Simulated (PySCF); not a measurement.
C2Cl3, SMILES ClC(Cl)=[C]Cl (connectivity only; charge and spin as stated), charge +1, multiplicity 1.

Geometry optimised at B3LYP-D3(BJ)/def2-SVP. The multiplicity is an assumed one; other spin states were not compared. The isomer is the one that the SMILES or the coordinates give; other isomers of the formula were not compared.

Two levels are set side by side: PBE/def2-TZVP (PySCF) and CAM-B3LYP/def2-TZVP (PySCF). Same geometry, gas phase. Differences are taken from unrounded values.

```json
[
 {"quantity": "orbital gap (eV)", "CAM-B3LYP": "5.68"},
 {"quantity": "highest occupied level (eV)", "CAM-B3LYP": "-14.76"},
 {"quantity": "lowest empty level (eV)", "CAM-B3LYP": "-9.08"},
 {"quantity": "mean polarisability (bohr³)", "CAM-B3LYP": "59.9"}
]
```

**Question.** What does PBE give, and how far is it from CAM-B3LYP? (Estimate from the structure and the level; the computed values follow.)

**Answer.** 
| quantity | PBE | PBE minus CAM-B3LYP |
|---|---|---|
| orbital gap (eV) | 1.09 | -4.59 |
| highest occupied level (eV) | -12.17 | 2.59 |
| lowest empty level (eV) | -11.08 | -2.00 |
| mean polarisability (bohr³) | 63.9 | 3.9 |

PBE's occupied levels lie high since its potential decays too fast outside the molecule; exact exchange lowers them and widens the gap. PBE's more diffuse valence density responds more strongly to a field. Differences between two approximate levels are no errors against the true value.

Rough cost on one machine, each run with all the roots and properties that it gave: CAM-B3LYP against PBE within a factor of 2.
